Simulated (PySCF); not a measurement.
Compound: CH7NO2Si2.
Structure used (GFN2-xTB), in Å, numbered top down from 1:
```
atom  x, y, z in Å
O1     3.0687   -0.3643    0.8123
C2     2.7599   -0.1850   -0.3400
N3     1.4854   -0.0404   -0.7265
Si4    0.2688   -0.1272    0.5329
O5    -1.0948    0.0768   -0.3094
Si6   -2.6902    0.2487   -0.5502
H7     3.5055   -0.1278   -1.1544
H8     1.2762    0.1046   -1.7011
H9     0.2632   -1.4583    1.1205
H10    0.4337    0.9926    1.4476
H11   -3.0559   -0.8180   -1.4790
H12   -3.3675    0.1196    0.7373
H13   -2.8575    1.5792   -1.1303
```

Computed at PBE0/pcSseg-1 (PySCF, non-relativistic), with Q(17O) = −0.0256 b, Q(14N) = 0.02044 b: O1, 17O (I = 5/2): χzz = 9.196 MHz, η = 0.085; N3, 14N (I = 1): χzz = -3.105 MHz, η = 0.596; O5, 17O (I = 5/2): χzz = -6.666 MHz, η = 0.182.

Find the zero-field quadrupole resonance frequencies of 17O at O1.

From the eigenvalues of H = χ/[4I(2I − 1)] × [3Iz² − I(I + 1) + η(Ix² − Iy²)], steps between neighbouring levels, labelled as for η = 0: ±1/2↔±3/2 1.390 MHz, ±3/2↔±5/2 2.755 MHz (amide oxygen).

Find the zero-field quadrupole resonance frequencies of 14N at N3.

From ν± = (3/4)|χ|(1 ± η/3) and ν0 = |χ|η/2: ν+ 2.791 MHz, ν− 1.866 MHz, ν0 0.925 MHz (amide nitrogen).

Find the zero-field quadrupole resonance frequencies of 17O at O5.

From the eigenvalues of H = χ/[4I(2I − 1)] × [3Iz² − I(I + 1) + η(Ix² − Iy²)], steps between neighbouring levels, labelled as for η = 0: ±1/2↔±3/2 1.035 MHz, ±3/2↔±5/2 1.987 MHz (siloxane oxygen).

In a crystal, neighbours and librations shift these lines. Geometry: GFN2-xTB, one conformer, isolated molecule. GFN2-xTB bond lengths can be off by several hundredths of an ångström, more for odd bonds, and the gradients follow them. The small basis limits the accuracy of the gradients.
